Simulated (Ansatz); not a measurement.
All values below come from Ansatz (a program for electronic structure) with frozen-core CCSD(T)/cc-pVTZ // PBE-D3(BJ)/def2-TZVP.

Ansatz 0.2 input:
```yaml
crystal:
  periodic: [false, false, false]
  atoms:
    - { symbol: B, position_ang: [-1.41392, -0.051957, 0.814189] }
    - { symbol: O, position_ang: [-0.473316, -0.674457, 0.017117] }
    - { symbol: C, position_ang: [0.738615, -0.218373, -0.170273] }
    - { symbol: C, position_ang: [1.872823, 0.130745, -0.397639] }
    - { symbol: H, position_ang: [-2.469022, -0.612951, 0.868016] }
    - { symbol: H, position_ang: [-1.127782, 0.966424, 1.377778] }
    - { symbol: H, position_ang: [2.87261, 0.460574, -0.583017] }
basis:
  gaussian: { orbitals: cc-pVTZ }
correlation:
  method: ccsd_t
```

Output:

```
Functional definition: HF
946 factors; integrals over basis functions are off by at most 7.7e-4 eV
mean field evaluation 1: about -4815.0820 eV, gradient 2.9e1 eV
mean field evaluation 2: about -4815.0882 eV, gradient 2.9e1 eV
mean field evaluation 4: about -4817.2417 eV, gradient 3.8e0 eV
mean field evaluation 8: about -4817.2861 eV, gradient 2.3e-4 eV
mean field evaluation 16: about -4817.2800 eV, gradient 2.6e-1 eV
mean field -4817.28611962 eV, -177.0319996224 hartree, gradient 2.1e-6 eV, S^2 0.000000; 0 other end points of the search recorded, 0 dependent functions left out
4 core orbitals not correlated
reference -4817.28611962 eV, -177.0319996224 hartree; 10, 10 occupied and 148, 148 virtual orbitals, 946 factors
second order -17.24026447 eV of doubles, -0.00000000 eV of singles
cycle   1  -17.14336244 eV  change    9.7e-2 eV  update   1.0e-1
cycle   2  -17.64505160 eV  change   -5.0e-1 eV  update   3.2e-2
cycle   3  -17.76532109 eV  change   -1.2e-1 eV  update   1.7e-2
cycle   4  -17.75673642 eV  change    8.6e-3 eV  update   5.2e-3
cycle   5  -17.75774895 eV  change   -1.0e-3 eV  update   2.6e-3
cycle   6  -17.75908447 eV  change   -1.3e-3 eV  update   7.7e-4
cycle   7  -17.75861991 eV  change    4.6e-4 eV  update   3.1e-4
cycle   8  -17.75848779 eV  change    1.3e-4 eV  update   1.1e-4
cycle   9  -17.75848908 eV  change   -1.3e-6 eV  update   3.9e-5
cycle  10  -17.75846617 eV  change    2.3e-5 eV  update   1.2e-5
cycle  11  -17.75845927 eV  change    6.9e-6 eV  update   4.2e-6
perturbative correction -0.81670588 eV, -0.0300133877 hartree
Total energy: -4835.86128478 eV, -177.7146243511 hartree
```

Cost: roughly 60 core-seconds.
